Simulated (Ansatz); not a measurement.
A family of molecules: the atomisation energy (no zero-point term)

One atom is swapped for its congeners: C3H8S (ethyl methyl sulfide) `CCSC`; C2H8GeS `C[S][GeH2][CH3]`; C2H8SSn `C[S][SnH2][CH3]`. The Si member is missing. All are singlets with charge 0.

Shapes, held fixed at every level: PBE0-D4/def2-TZVP. Flexible molecules stand in one conformer, not always the lowest. Programs: Ansatz 0.2.0. Values in eV.

```
                level  C3H8S  C2H8GeS  C2H8SSn
          HF/def2-SVP  34.82    31.46    29.89
  BHLYP-D4/def2-TZVPP  45.12    41.22    39.76
r2SCAN0-D4/def2-TZVPP  45.82    41.84    40.27
   wB97X-V/def2-TZVPP  46.22    42.27    40.84
         MP2/def2-SVP  44.04    39.74    38.12
       MP2/def2-TZVPP  45.39    41.38    39.71
   CCSD(T)/def2-TZVPP  45.07    41.30    39.79
```

At CCSD(T)/def2-TZVPP the atomisation energy falls at every step, from 45.07 to 39.79 eV. Every level shows the same order. For atoms past krypton def2 sets carry core potentials with scalar relativity. Relativity is left out for Ge unless named. Correlated rows may include outer-core shells of Ge, Sn, which these sets cover unevenly. Spin-orbit coupling, which grows down the group, is left out (summed over each molecule's free atoms 0.04, 0.15, 0.34 eV).
